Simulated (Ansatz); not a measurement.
Start from `S[Si](S)(Cl)Cl` and change one atom or group to get `C[Si](S)(Cl)Cl`.

Ansatz, PBE0-D4/def2-TZVP geometries, multiplicity 1. Each molecule was computed in one conformer, which needn't be the lowest.

```tsv
property	`S[Si](S)(Cl)Cl`
HOMO–LUMO gap (PBE0/def2-TZVPP) / eV	7.52
HOMO–LUMO gap (PBE/def2-TZVPP) / eV	5.30
HOMO energy (PBE0/def2-TZVPP) / eV	-8.07
LUMO energy (ωB97M-V/def2-TZVPP) / eV	1.51
HOMO energy (PBE/def2-TZVPP) / eV	-6.80
HOMO–LUMO gap (B3LYP/def2-TZVPP) / eV	7.01
```

(1) What does the change do to each property? (An estimate is asked.)

Answers

(1) The calculation gave: 
```json
{"property": "HOMO–LUMO gap (PBE0/def2-TZVPP) / eV", "`C[Si](S)(Cl)Cl`": "7.96", "shift": "0.44"}
{"property": "HOMO–LUMO gap (PBE/def2-TZVPP) / eV", "`C[Si](S)(Cl)Cl`": "5.73", "shift": "0.43"}
{"property": "HOMO energy (PBE0/def2-TZVPP) / eV", "`C[Si](S)(Cl)Cl`": "-7.88", "shift": "0.19"}
{"property": "LUMO energy (ωB97M-V/def2-TZVPP) / eV", "`C[Si](S)(Cl)Cl`": "1.96", "shift": "0.45"}
{"property": "HOMO energy (PBE/def2-TZVPP) / eV", "`C[Si](S)(Cl)Cl`": "-6.61", "shift": "0.19"}
{"property": "HOMO–LUMO gap (B3LYP/def2-TZVPP) / eV", "`C[Si](S)(Cl)Cl`": "7.44", "shift": "0.43"}
```

With PBE0 the HOMO rises by 0.19 eV and the LUMO rises by 0.62 eV, so the gap widens by about 0.43 eV. PBE moves the HOMO by 0.19 eV and ωB97M-V by 0.17 eV.

B3LYP here is the variant with VWN-RPA as its local correlation; programs differ in this.
